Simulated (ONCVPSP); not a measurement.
## Transferability test, ONCV potential for Ga

ONCVPSP 4.0.1 input, shortened (lines: element, Z, core and valence counts, functional; n l f; lmax; l rc ep ncon nbas qcut; lloc lpopt rc5 dvloc0; l nproj debl; icmod fcfact rcfact), LDA (Perdew-Wang 92), scalar-relativistic:

```
  Ga 31.00    5    3  -001012      upf
    1    0    2.00
    2    0    2.00
    2    1    6.00
    3    0    2.00
    3    1    6.00
    3    2   10.00
    4    0    1.50
    4    1    1.50
    2
    0    1.80    0.00    4    7    4.30
    1    1.90    0.00    5    8    4.50
    2    0.74    0.00    3    8   15.50
    4    5    0.65    2.00
    0    2    2.20
    1    2    1.90
    2    2    2.20
    3    4.75    1.45
```

Energies are relative to the spin-unpolarised reference configuration 3d10 4s1.5 4p1.5; without spin polarisation the order of configurations can differ from experiment.

Question: Give the all-electron excitation energy and the error of the potential for: 3d10 4s2 4p1; 3d10 4s2 4p0; 3d10 4s1 4p0; 3d10 4s0 4p3.

Answer:

```
valence configuration  charge  ΔE all-electron (eV)  error AE − PS (meV)
         3d10 4s2 4p1       0                -3.264                 +0.1
         3d10 4s2 4p0      +1                 2.619                 -0.7
         3d10 4s1 4p0      +2                24.117                 -7.1
         3d10 4s0 4p3       0                10.283                 -2.3
```

Note: ghosts flagged at negative energy: s at -287.3 eV; GHOST(+) flagged for p at 16.9 eV. A true bound ghost makes a file unfit for plane-wave use.
